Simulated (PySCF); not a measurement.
**C3H7Si2: g tensor and hyperfine couplings**

Species: C₃H₇Si₂ (doublet state).
Numbering: `[SiH3:1][C:2]1[CH:3]=[CH:4][SiH2:5]1` (hydrogens: H6, H7, H8 on Si1; H9 on C3; H10 on C4; H11, H12 on Si5)

Method used: PySCF 2.14.0, UKS B3LYP, pcH-1 on C H Si, non-relativistic, mean-field spin-orbit, GIAO. Isolated species at its GFN2-xTB geometry, gas phase. A GFN2-xTB geometry isn't a minimum of the functional, and hyperfine couplings can be far from their values at a DFT geometry. The SCF solution wasn't tested for stability. ⟨S²⟩ is 0.773 where a pure state has 0.75.

```
g1, g2, g3                      : 2.00214, 2.00275, 2.00306
g_iso                           : 2.00265
Form of g                       : rhombic: the two nearest values differ by 34 % of g3 − g1
⟨S²⟩                            : 0.7732 (exact 0.7500)
α and β electrons               : 27, 26
HOMO–LUMO gap, α and β orbitals : 5.35, 5.35 eV
Basis functions                 : 215
```

Hyperfine couplings atom by atom, in MHz; T1 to T3 are the principal values of the dipolar part:

```csv
atom,isotope,a_iso,of which spin–orbit,T1,T2,T3,Mulliken spin population
Si1,29Si,32.8,-0.1,-1.5,-0.1,1.6,-0.03
C2,13C,58.2,-0.1,-49.5,-47.0,96.5,0.67
C3,13C,-43.0,0.0,-26.0,12.4,13.5,-0.24
C4,13C,56.5,-0.1,-47.7,-45.7,93.4,0.63
Si5,29Si,40.9,-0.1,-3.4,-2.1,5.5,-0.06
H6,1H,45.5,0.0,-2.5,-1.3,3.8,0.02
H7,1H,-0.8,0.0,-2.2,-1.8,4.0,0.00
H8,1H,45.6,0.0,-2.5,-1.3,3.8,0.02
H9,1H,9.7,0.0,-4.4,-0.1,4.5,0.01
H10,1H,-39.0,0.0,-23.6,-0.4,24.1,-0.03
H11,1H,2.3,0.0,-3.0,-1.4,4.3,0.00
H12,1H,2.3,0.0,-3.0,-1.4,4.3,0.00
```

Largest spin populations (Mulliken): C2 (+0.67), C4 (+0.63), C3 (-0.24) and Si5 (-0.06). The positive populations add up to 1.36 and the negative ones to -0.36, together 2S = 1. The angles at C2 add up to 360.0°, so it is planar.

Axes: g2 points within 5° of the C3–H9 bond and g3 points within 10° of the Si1–C2 bond.

Under fast tumbling the dipolar parts average out, and these isotropic splittings remain: 1 × 1H (H10, I = 1/2, 2 lines) with 1.39 mT, 3 × 1H (H6/H7/H8, I = 1/2, 4 lines) with 1.07 mT, 1 × 1H (H9, I = 1/2, 2 lines) with 0.35 mT and 2 × 1H (H11/H12, I = 1/2, 3 lines) with 0.08 mT.

Nuclei that the bonding pattern makes equivalent are averaged, as if the motion that swaps them (rotation, inversion, ring flip) were fast. The three 1H nuclei of mean +30.1 MHz run from -0.8 to 45.6 MHz in the frozen geometry.

The 29Si coupling of Si5 (40.9 MHz) shows only in satellite lines or after enrichment, since that isotope makes up about 4.7 % of natural silicon.

The 13C coupling of C2 (58.2 MHz) shows only in satellite lines or after enrichment, since that isotope makes up about 1.07 % of natural carbon.

β density exceeds α density at some nuclei, such as Si5 (-0.0462), C3 (-0.0383) and Si1 (-0.0369), spin density in bohr⁻³. In a single determinant that takes different orbitals for the two spins, that is spin polarisation.

Time: 35 s of wall time (grids of density and orbitals included); peak memory 0.74 GiB. Hardware: one thread of an Arm Neoverse V2, shared host with 96 logical CPUs at a one-minute load of 53.
